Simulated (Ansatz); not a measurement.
**Question.** Name a neutral molecule of B, C, N, O and H with HOMO–LUMO gap (PBE0/def2-TZVPP) between 8.30 and 8.60 eV and zero-point energy (PBE0-D4/def2-TZVP) between 203 and 219 kJ/mol (Ansatz, PBE0-D4/def2-TZVP geometry).

**Answer.** `CB(N)O` (8.34 eV, 218.1 kJ/mol). Other molecules can fit too; these were computed, each in one conformer that needn't be the lowest.
